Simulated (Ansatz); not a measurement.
A geometry optimisation of F2GeOSi with B3LYP-D3(BJ)/def2-SVP

The starting geometry of this gas-phase singlet was optimised with GFN2-xTB; its bonds are those of `O=[Si](F)[Ge][F]`.

```xyz
5

F    -0.4471   -0.5322   -0.8382
F     0.9563    2.8074   -0.3667
Ge   -0.0650    2.9166   -1.8496
O    -1.6908    0.1586   -3.1239
Si   -0.8272    0.5809   -1.9590
```

**Question.** Predict what becomes of its bonds when it is optimised with B3LYP-D3(BJ)/def2-SVP.

**Answer.** It rearranges, giving a structure given below by its coordinates. Distances that change by over a tenth: O4–Si5 (1.51 → 1.67 Å). Contacts that open: Ge3–Si5 (2.46 → 3.31 Å). Contacts that close: Ge3–O4 (3.45 → 1.80 Å).

The energy falls by 1.94 eV over 50 steps:

| step | E − E(last) (eV) |
| --- | --- |
| 1 | 1.945 |
| 6 | 1.844 |
| 12 | 1.822 |
| 17 | 1.816 |
| 23 | 1.815 |
| 28 | 1.777 |
| 34 | 0.299 |
| 39 | 0.015 |
| 45 | 0.004 |
| 50 | 0.000 |

Final geometry (Å):

```yaml
atoms:
  - { symbol: F, position_ang: [-0.3722, -0.8003, -1.5786] }
  - { symbol: F, position_ang: [1.2309, 2.3907, -1.5346] }
  - { symbol: Ge, position_ang: [-0.1710, 2.6219, -2.5814] }
  - { symbol: O, position_ang: [-1.3050, 1.5668, -1.6557] }
  - { symbol: Si, position_ang: [-1.4564, 0.1522, -0.7869] }
```

The end wasn't checked by frequencies. Run with Ansatz 0.2.0, 2.4 min on 1 thread of Arm Neoverse V2 (shared host).
